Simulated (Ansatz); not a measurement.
`[AlH2]/[CH]=C/Cl` + `[SiH3]S` → `[AlH2][S][SiH3]` + `C=CCl` at 500 K and 1 bar (ligand exchange at the Al–C bond).

Isolated molecules relaxed with PBE0-D4/def2-TZVP in Ansatz; ΔE leaves out vibrations. CBS: MP2 limit from def2 TZ/QZ plus the TZ coupled-cluster correction, frozen cores. This one scheme is used for every species.

```json
{"species": "`[AlH2]/[CH]=C/Cl`", "CCSD(T)/CBS energy (Eh)": "-780.26523", "H − E (kJ/mol)": "160.3", "S (J/(mol·K))": "372.6"}
{"species": "`[SiH3]S`", "CCSD(T)/CBS energy (Eh)": "-689.27336", "H − E (kJ/mol)": "117.6", "S (J/(mol·K))": "310.5"}
{"species": "`[AlH2][S][SiH3]`", "CCSD(T)/CBS energy (Eh)": "-931.92152", "H − E (kJ/mol)": "148.1", "S (J/(mol·K))": "386.9"}
{"species": "`C=CCl`", "CCSD(T)/CBS energy (Eh)": "-537.65823", "H − E (kJ/mol)": "136.9", "S (J/(mol·K))": "295.8"}
```

H − E and S are ideal-gas, rigid-rotor, harmonic terms from PBE0-D4/def2-TZVP. 1 Eh = 2625.50 kJ/mol, R = 8.31446 J/(mol·K).

Problem. By hand: ΔE, ΔH, ΔS and ΔG.

Solution. ΔE = (-931.92152) + (-537.65823) − (-780.26523) − (-689.27336) = -0.04116 Eh = -108.1 kJ/mol. Δ(H − E) = 148.1 + 136.9 − 160.3 − 117.6 = 7.1, so ΔH = -101.0 kJ/mol. ΔS = 386.9 + 295.8 − 372.6 − 310.5 = -0.4 J/(mol·K). ΔG = -101.0 − 500 × (-0.4)/1000 = -100.8 kJ/mol.

Problem. By hand: the equilibrium constant, and the temperature at which ΔG would vanish if ΔH and ΔS stayed fixed.

Solution. log₁₀ K = −ΔG/(RT ln 10) = 10.5. ΔG = 0 at ΔH/ΔS = 252500 K, far beyond where these terms or the molecules hold.

The number of gas molecules stays the same, so ΔS is small and ΔH decides. A doubt of 5 kJ/mol in ΔE shifts log₁₀ K by 0.5 here. These are equilibria of isolated gas molecules and say nothing of rates. Largest T1 diagnostic: 0.011 (customary marks: 0.02 for closed shells, 0.045 for open ones).
